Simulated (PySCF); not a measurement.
## Cost of response and excited-state runs on `[O-][C]1C=CC[C@@H](F)C1`, [C6H7FO]-, doublet, charge -1

Molfile (atoms numbered from 1):
```
C6H7FO
     RDKit          3D

 15 15  0  0  0  0  0  0  0  0999 V2000
    0.5943   -2.7802    0.1769 O   0  0  0  0  0  0  0  0  0  0  0  0
    0.4660   -1.5253    0.0387 C   0  0  0  0  0  3  0  0  0  0  0  0
    1.5016   -0.5868    0.0583 C   0  0  0  0  0  0  0  0  0  0  0  0
    1.3255    0.7829   -0.0672 C   0  0  0  0  0  0  0  0  0  0  0  0
   -0.0375    1.3812   -0.2244 C   0  0  0  0  0  0  0  0  0  0  0  0
   -1.0539    0.4410    0.3999 C   0  0  1  0  0  0  0  0  0  0  0  0
   -2.3553    0.9592    0.2066 F   0  0  0  0  0  0  0  0  0  0  0  0
   -0.9478   -0.9459   -0.1905 C   0  0  0  0  0  0  0  0  0  0  0  0
    2.5090   -0.9649    0.1926 H   0  0  0  0  0  0  0  0  0  0  0  0
    2.1708    1.4566   -0.0690 H   0  0  0  0  0  0  0  0  0  0  0  0
   -0.3148    1.5286   -1.2834 H   0  0  0  0  0  0  0  0  0  0  0  0
   -0.0964    2.3666    0.2574 H   0  0  0  0  0  0  0  0  0  0  0  0
   -0.9280    0.4065    1.4898 H   0  0  0  0  0  0  0  0  0  0  0  0
   -1.6863   -1.6156    0.2593 H   0  0  0  0  0  0  0  0  0  0  0  0
   -1.1516   -0.8959   -1.2668 H   0  0  0  0  0  0  0  0  0  0  0  0
  1  2  1  0
  2  3  1  0
  3  4  2  0
  4  5  1  0
  5  6  1  0
  6  7  1  0
  6  8  1  0
  8  2  1  0
  3  9  1  0
  4 10  1  0
  5 11  1  0
  5 12  1  0
  6 13  1  1
  8 14  1  0
  8 15  1  0
M  CHG  1   1  -1
M  RAD  1   2   2
M  END
```

PySCF with density fitting, on 1 thread of an AMD EPYC 7B13, shared host. Command: `OMP_NUM_THREADS=1 python excited_run.py task.json out`

**Question.** How long does each of these runs take, and how much memory?
- open-shell absorption, PBE0/def2-SVPD; 10 states; Tamm-Dancoff; IEF-PCM dimethylsulfoxide
- open-shell absorption, PBE0/def2-SVPD; 10 states; Tamm-Dancoff; IEF-PCM tetrahydrofuran; guess atom; fitting basis def2-universal-jkfit
- open-shell absorption, PBE0/def2-SVPD; 10 states; Tamm-Dancoff

**Answer.** 
| run | level | basis functions | wall time | peak memory (GiB) |
| --- | --- | --- | --- | --- |
| open-shell absorption | PBE0/def2-SVPD | 222 | 48 s | 0.86 |
| open-shell absorption | PBE0/def2-SVPD | 222 | 61 s | 0.85 |
| open-shell absorption | PBE0/def2-SVPD | 222 | 55 s | 0.78 |

Times from a shared host are rough.
